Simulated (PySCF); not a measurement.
## State search for CsMg

Unrestricted PBE0; basis Cs def2-SVPD with ECP46, Mg def2-SVPD; scalar-relativistic core potentials; PySCF 2.14. Outer shells of the fragments: Cs 6s1; Mg 3s2.

Followed along the bond (rough minima from three points):

```
2Ms+1   unpaired  ⟨S²⟩ at the start  R at minimum (Å)  Te (eV)
    2        σ ↑               0.76              4.37     0.00
    2        π ↑               0.76              3.61     0.65
    4  σ ↑↑, π ↑               3.75              4.07     2.28
```

Solutions found at the starting distance of 3.560 Å, counted from the lowest of them; the search is not exhaustive and high or unbound solutions are not listed, so other states can lie among these:

| 2Ms+1 | unpaired | term | E (eV) | ⟨S²⟩ | ⟨Lz²⟩ | μ (D) |
| --- | --- | --- | --- | --- | --- | --- |
| 2 | σ ↑ | ²Σ⁺ | 0.00 | 0.76 | 0.00 | -1.92 |
| 2 | π ↑ | ²Π | 0.46 | 0.76 | 1.01 | -9.41 |
| 2 | δ ↑ | ²Δ | 1.85 | 0.75 | 4.00 | 0.99 |
| 4 | σ ↑↑, π ↑ | ⁴Π | 2.19 | 3.75 | 1.00 | -5.96 |
| 4 | σ ↑, π ↑↑ | ⁴Σ⁻ | 2.47 | 3.75 | 0.00 | -9.69 |
| 2 | σ ↑↑, π ↓ | mixed | 2.86 | 1.75 | 1.01 | -6.01 |
| 4 | σ ↑↑↑ | ⁴Σ⁺ | 3.00 | 3.75 | 0.00 | 2.35 |
| 2 | σ ↑, π ↑↓ | mixed | 3.10 | 1.75 | 2.01 | -9.25 |
| 2 | σ ↑ | mixed | 3.51 | 0.83 | 2.00 | -8.44 |
| 4 | σ ↑, π ↑↑ | mixed | 4.03 | 3.75 | 2.00 | 6.36 |
| 4 | σ ↑↑, δ ↑ | ⁴Δ | 4.32 | 3.75 | 4.00 | 0.73 |

A term symbol is given only where ⟨S²⟩ and ⟨Lz²⟩ are close to those of a pure state; real π, δ and φ orbitals otherwise mix terms. A positive dipole means Cs(−)Mg(+).

Compare the gap between the two lowest followed solutions at the starting distance with the gap between their minima.

At PBE0 the second solution (doublet, unpaired electrons π ↑) lies +0.46 eV from the first (doublet, unpaired electrons σ ↑) at 3.560 Å and +0.65 eV at the minima; the two curves relax by different amounts, since their minima lie near 3.61 and 4.37 Å.

Spin–orbit coupling is left out. Counting both spins, an empty level lies below a filled one in some of these solutions, because spin and occupation are held.
